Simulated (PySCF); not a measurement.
Iodine: a sound run and one with changed settings

Sound run: I [Kr] 4d10 5s2 5p5, I⁺ [Kr] 4d10 5s2 5p4. All numbers are calculated (PySCF 2.14, a scalar-relativistic core potential, in cc-pVDZ-PP with ECP28MDF (4s3p2d, 23 functions)). In the sound run the correlated levels freeze 4s2 4p6 4d10 outside the core potential. The sound run starts from symmetry-adapted Hartree-Fock orbitals and uses a fine grid where one is needed.

Changed run: all electrons correlated in a basis built for the valence shell.

| species | method | sound run (hartree) | changed run (hartree) | converged |
| --- | --- | --- | --- | --- |
| I | MP2 | -294.73011 | -294.75435 | yes |
| I⁺ | MP2 | -294.36037 | -294.38287 | yes |

Ionisation energy of I:

| method | sound run (eV) | changed run (eV) |
| --- | --- | --- |
| UHF | 9.591 | 9.591 |
| MP2 | 10.061 | 10.108 |
| SCS-MP2 | 10.041 | 10.066 |

A valence basis has no tight correlating functions, so it recovers only part of the core correlation, and not evenly between atom and ion.

For comparison, NIST gives 10.451 eV between the lowest levels.
